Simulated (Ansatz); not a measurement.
A structure relaxed at PBE0-D4/def2-TZVP, charge 0, multiplicity 1:

```csv
atom,x (Å),y (Å),z (Å)
S1,-0.5564,-2.1713,0.9122
In2,-0.3673,0.0526,0.1386
S3,1.5174,0.9830,-0.9464
Cl4,-2.1908,1.4487,0.4712
H5,0.6793,-2.4933,0.4912
H6,0.9180,2.1804,-1.0667
```

Question: Give its formula and SMILES.

Answer: ClH2InS2, `[SH][In]([SH])[Cl]`.

Question: Point group (tolerance 0.08 Å, 0.16 Å for H)?

Answer: Cs.

Question: Summarise the bond lengths by kind.

Answer: 2 × In–S 2.362 to 2.365 Å; 2 × H–S 1.344 to 1.345 Å; 1 × Cl–In 2.321 Å.

Computed with Ansatz.
